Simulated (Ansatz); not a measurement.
`[SiH3][SnH2][Cl]` + HI → `[Cl][SnH2][I]` + SiH₄ at 500 K and 1 bar (cleavage of the Sn–Si bond).

Gas-phase electronic energies from Ansatz, PBE0-D4/def2-TZVP geometries. CCSD(T)/CBS is the MP2 limit (def2-TZVPP, def2-QZVPP) plus CCSD(T) − MP2 in def2-TZVPP, frozen cores. This one scheme is used for every species. def2 core potentials past Kr. For I, Sn outer-core shells are correlated without core-valence functions, which leaves a few kJ/mol of doubt a bond.

| species | CCSD(T)/CBS energy (Eh) | H − E (kJ/mol) | S (J/(mol·K)) |
| --- | --- | --- | --- |
| `[SiH3][SnH2][Cl]` | -965.91856 | 146.3 | 410.8 |
| HI | -298.03592 | 28.6 | 221.6 |
| `[Cl][SnH2][I]` | -972.52417 | 73.5 | 381.8 |
| SiH₄ | -291.46306 | 102.4 | 230.9 |

H − E and S are ideal-gas, rigid-rotor, harmonic terms from PBE0-D4/def2-TZVP. 1 Eh = 2625.50 kJ/mol, R = 8.31446 J/(mol·K).

Question: By hand: ΔE, ΔH, ΔS and ΔG.

Answer: ΔE = (-972.52417) + (-291.46306) − (-965.91856) − (-298.03592) = -0.03275 Eh = -86.0 kJ/mol. Δ(H − E) = 73.5 + 102.4 − 146.3 − 28.6 = 1.0, so ΔH = -85.0 kJ/mol. ΔS = 381.8 + 230.9 − 410.8 − 221.6 = -19.7 J/(mol·K). ΔG = -85.0 − 500 × (-19.7)/1000 = -75.2 kJ/mol.

Question: By hand: the equilibrium constant, and the temperature at which ΔG would vanish if ΔH and ΔS stayed fixed.

Answer: log₁₀ K = −ΔG/(RT ln 10) = 7.9. ΔG = 0 at ΔH/ΔS = 4315 K, far beyond where these terms or the molecules hold.

ΔH outweighs TΔS. A doubt of 5 kJ/mol in ΔE shifts log₁₀ K by 0.5 here. These are equilibria of isolated gas molecules and say nothing of rates. Largest T1 diagnostic: 0.012 (customary marks: 0.02 for closed shells, 0.045 for open ones).
